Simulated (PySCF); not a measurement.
A mixed set of molecules.

All values: PBE0/pcSseg-1 (PySCF) at GFN2-xTB geometries, gas phase, one conformer each.

Problem. Rank by the lowest Hirshfeld charge on any atom, lowest value first.
A. `O=C(/C=C/[SiH3])O[SiH3]`
B. `C#CC(=C=S)[SiH2]Cl`
C. `C#CC[SiH2]O[SiH2]O`
D. `[Si@@H](O)(CC#C)O[SiH3]`
E. `O=C(O)C1[SiH2]C[SiH2]1`
F. `FC(C#C)(F)[SiH2][SiH2][SiH3]`

Solution. C (-0.324 e), D (-0.308 e), E (-0.288 e), A (-0.249 e), B (-0.123 e), F (-0.103 e).

Problem. Rank by the lowest IAO charge on any atom, highest value first.
A. `C#CC[SiH2]O[SiH2]O`
B. `C#CC(=C=S)[SiH2]Cl`
C. `O=C(/C=C/[SiH3])O[SiH3]`
D. `FC([SiH2][SiH2][SiH3])(C#C)F`
E. `O=C(O)C1[SiH2]C[SiH2]1`

Solution. D (-0.300 e), B (-0.394 e), C (-0.586 e), E (-0.833 e), A (-0.888 e).

Problem. Rank by the highest Hirshfeld charge on any atom, lowest value first.
A. `C#CC[Si@@H](O)O[SiH3]`
B. `C#CC[SiH2]O[SiH2]O`
C. `C(/[SiH3])=C\C(=O)O[SiH3]`
D. `C#CC(F)(F)[SiH2][SiH2][SiH3]`
E. `C#CC(=C=S)[SiH2]Cl`

Solution. D (+0.233 e), E (+0.361 e), C (+0.388 e), B (+0.455 e), A (+0.482 e).

All values together:

```csv
SMILES,formula,μ (D),HOMO (eV),LUMO (eV),lowest IAO charge (e),highest IAO charge (e),lowest Hirshfeld charge (e),highest Hirshfeld charge (e)
C#CC[SiH2]O[SiH2]O,C3H8O2Si2,2.25,-7.89,0.25,-0.888 (O),+1.226 (Si),-0.324 (O),+0.455 (Si)
O=C(/C=C/[SiH3])O[SiH3],C3H8O2Si2,1.43,-8.30,-1.83,-0.586 (O),+0.856 (Si),-0.249 (O),+0.388 (Si)
C#CC(F)(F)[SiH2][SiH2][SiH3],C3H8F2Si3,1.87,-8.13,-0.93,-0.300 (F),+0.455 (Si),-0.103 (F),+0.233 (Si)
O=C(O)C1[SiH2]C[SiH2]1,C3H8O2Si2,1.40,-7.90,-0.36,-0.833 (C),+0.790 (Si),-0.288 (O),+0.361 (Si)
C#CC[Si@@H](O)O[SiH3],C3H8O2Si2,0.51,-7.52,0.38,-0.888 (O),+1.372 (Si),-0.308 (O),+0.482 (Si)
C#CC(=C=S)[SiH2]Cl,C4H3ClSSi,1.15,-6.70,-2.62,-0.394 (C),+0.851 (Si),-0.123 (C),+0.361 (Si)
```

Conformers: `[CH:1]#[C:2][CH2:3][SiH2:4][O:5][SiH2:6][OH:7]` with C2–C3–Si4–O5 -56°, C3–Si4–O5–Si6 52°, Si4–O5–Si6–O7 -5°, O5–Si6–O7–H -25°; `[O:1]=[C:2](/[CH:3]=[CH:4]/[SiH3:5])[O:6][SiH3:7]` with O1–C2–C3–C4 0°, O1–C2–O6–Si7 0°; `[CH:1]#[C:2][C:3]([F:4])([F:5])[SiH2:6][SiH2:7][SiH3:8]` with C2–C3–Si6–Si7 -179°, C3–Si6–Si7–Si8 -24°; `[O:1]=[C:2]([OH:3])[CH:4]1[SiH2:5][CH2:6][SiH2:7]1` with O1–C2–O3–H 0°, O1–C2–C4–Si5 49°; `[CH:1]#[C:2][CH2:3][Si@@H:4]([OH:5])[O:6][SiH3:7]` with C2–C3–Si4–O5 53°, C3–Si4–O5–H -45°, C3–Si4–O6–Si7 -136°; `[CH:1]#[C:2][C:3](=[C:4]=[S:5])[SiH2:6][Cl:7]` with C2–C3–Si6–Cl7 -83°.
